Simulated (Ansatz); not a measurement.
`CC[AsH]N` + CH₃NH₂ → `CN[AsH]N` + `CC`  (ligand exchange at the As–C bond)

Computed with Ansatz on PBE0-D4/def2-TZVP structures; ΔE is electronic, products minus reactants. CCSD(T)/CBS adds triple-zeta CCSD(T) − MP2 to the extrapolated MP2 energy (def2 sets, frozen cores). This one scheme is used for every species. Functionals use def2-TZVPP. For As outer-core shells are correlated without core-valence functions, which leaves a few kJ/mol of doubt a bond. Scalar relativity is left out up to krypton. Each species was taken in one conformer, which may not be the lowest.

```json
{"level": "r2SCAN-D4", "ΔE (kJ/mol)": "-8.6"}
{"level": "B2PLYP", "ΔE (kJ/mol)": "-9.3"}
{"level": "PBE", "ΔE (kJ/mol)": "-8.9"}
{"level": "PBE0", "ΔE (kJ/mol)": "-5.7"}
```

(1) What does CCSD(T)/CBS give? (Estimate.)

Largest T1 diagnostic among the species: 0.011.

Answers

(1) The calculation gave: -3.8 kJ/mol. The listed levels differ from it by -4.8, -5.5, -5.1, -1.9 kJ/mol.

From PBE to PBE0 (25 % exact exchange), in def2-TZVPP and without D4, ΔE moves by +3.1 kJ/mol. In def2-TZVPP, CCSD(T) changes the Hartree–Fock value by +3.9 kJ/mol (the triples alone add −0.6 kJ/mol) and MP2 by +4.3 kJ/mol.
